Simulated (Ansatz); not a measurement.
Relaxation of BH7O2Si (11 atoms, charge 0, multiplicity 1), to a largest force component of 0.03 eV/Å in at most 50 steps.

The calculation used RKS B3LYP-D4/6-31G* (Ansatz).

```xyz
11
Properties=species:S:1:pos:R:3
B 0.205 0.435 -0.375
O -0.358 -0.285 2.066
H -1.260 0.009 2.284
O 1.432 -0.139 -0.512
H 1.381 -1.021 -0.912
H -0.767 -0.101 -0.842
Si 0.133 2.230 0.448
H 1.026 2.323 1.651
H 0.551 3.346 -0.457
H -1.240 2.572 0.935
H 0.220 0.435 2.417
```

Question: Where does it end, and by what steps?

Answer: It converged. After 12 steps the energy has fallen by 0.083 eV; H11 moved furthest, 0.64 Å.

```
step  energy less start (eV)  largest force component (eV/Å)  accepted
   0                  0.0000                           0.842       yes
   1                 -0.0209                           0.963       yes
   2                 -0.0520                           0.383       yes
   3                 -0.0624                           0.703       yes
   4                 -0.0746                           0.365       yes
   5                 -0.0798                           0.062       yes
   6                 -0.0806                           0.041       yes
   7                 -0.0814                           0.106       yes
   8                 -0.0820                           0.083       yes
   9                 -0.0827                           0.041       yes
  10                 -0.0828                           0.050       yes
  11                 -0.0829                           0.034       yes
  12                 -0.0829                           0.012       yes
```

```xyz
11
Properties=species:S:1:pos:R:3
B 0.194 0.451 -0.280
O -0.485 -0.377 1.846
H -1.158 0.184 2.265
O 1.420 -0.156 -0.292
H 1.374 -1.045 -0.675
H -0.742 -0.060 -0.834
Si 0.120 2.354 0.422
H 1.093 2.572 1.538
H 0.403 3.397 -0.610
H -1.228 2.673 0.989
H 0.333 -0.190 2.333
```

Whether the end is a true minimum wasn't checked by a vibrational analysis.

Time of the run: 23 s on 2 threads of Arm Neoverse V2 (shared host), peak memory 0.15 GiB.
